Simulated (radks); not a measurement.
Dipole-allowed excitations along the series with 78 electrons in [Xe] 4f14 5d10. Method: scalar-relativistic Kohn-Sham, LB94 model potential, spin-polarised, spherical densities, finite nucleus; Fermi nuclear charge, rms radius of each element as measured or else 0.836 A^(1/3) + 0.57 fm; computed with a radial shooting solver on a logarithmic mesh with Libxc functionals. Time-dependent linear response with the Hartree and adiabatic LDA kernel, continuum included through the Sternheimer equations, no spin-orbit coupling, so fine structure and intercombination lines are absent. Lines are the poles of the dipole polarisability below minus the highest occupied eigenvalue, found on a grid refined at the orbital gaps; the lowest seven at most are given, and weak or close lines can be missed. The first line takes the name of the lowest orbital gap if no other gap lies below it; otherwise a line is named after a gap within 0.6 % of it, if that gap stands alone.

species  -e(HOMO) (eV)  lowest orbital gap (eV)  first line (eV)      f  strongest line (eV)  its f  static alpha (bohr^3)
Au+             22.052              5d-6p 9.835   10.627 (5d-6p)  0.778            the first  0.778                  12.61
Hg2+            36.440             5d-6p 14.899   15.818 (5d-6p)  0.927  28.469 (unassigned)   1.10                  7.703
Tl3+            52.729             5d-6p 20.513   21.519 (5d-6p)   1.03  38.335 (unassigned)   2.18                  5.243
